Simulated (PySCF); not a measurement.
**Heteronuclear NMR**

Structure with atom numbers: `[F:1][C:2]1=[C:3]([F:4])[C:5]([F:6])([F:7])[C@@H:8]1[F:9]` (H(Xn): hydrogen on atom n).

PySCF 2.14 calculation with GFN2-xTB geometry and PBE0/pcSseg-1 with gauge-including orbitals; no solvent, a single conformation, non-relativistic Hamiltonian.

Problem. Where does ¹⁹F resonate?

Solution. 
```
atoms                environment  σ (ppm)  δ (ppm)
   F7    fluorine of a CF2 group    299.9   -110.0
   F6    fluorine of a CF2 group    311.0   -120.0
   F1           vinylic fluorine    299.5   -124.2
   F4           vinylic fluorine    301.3   -125.9
   F9  fluorine on an sp3 carbon    388.7   -190.2
```

Shieldings were converted by a linear fit to measured shifts: ¹⁹F (scatter 6.0 ppm rms, 7.0 ppm with the 5 outliers that the fit left out vs CFCl3, solution or neat liquid, with a term for F on sp3 carbon). Occasional misses reach two or three times the rms, and more in compound classes unlike the fitted ones.

On a 600 MHz spectrometer ¹⁹F resonates near 564.6 MHz, so 1 ppm is 564.6 Hz.
